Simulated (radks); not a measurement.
Question: Numerical settings for neutral tin, [Kr] 4d10 5s2 5p2. Method: scalar-relativistic Kohn-Sham, BLYP, spin-unpolarised, spherical densities, point nucleus; computed with a radial shooting solver on a logarithmic mesh with Libxc functionals. The defaults (mesh step 0.008 in ln r, mesh end at 40 bohr or more with all orbitals vanishing there, Anderson mixing 0.5 over 9 steps, residual threshold near 1e-9 with the energy settled to 1e-9 hartree or 1e-11 of itself, here a cap of 87 iterations) give E = -6177.8307 hartree and 5p at -3.589 eV in 13 iterations. Run on one thread of a shared host, so times are rough (Arm Neoverse V2): 0.11 s of CPU time, 0.11 s wall, 13 iterations on 2725 mesh points. One setting is changed at a time: mesh step in ln r 0.03; mesh step in ln r 0.003; mesh step in ln r 0.012; mesh end (bohr) 12; mesh end (bohr) 3; residual threshold 0.001; residual threshold 1e-05; mixing 0.2; linear mixing, mixing 0.8; linear mixing, mixing 0.5; mixing history 2; iteration cap 8. Which runs fail to converge, and which converge to a wrong energy?

Answer: Not converged within the cap: linear mixing, mixing 0.8; iteration cap 8. Settled on a wrong energy, with an occupied level pushed above zero by the early mesh end: mesh end (bohr) 3 (+2.37 hartree). Apart from these: no run marked as converged misses the energy by more than 1 mhartree.
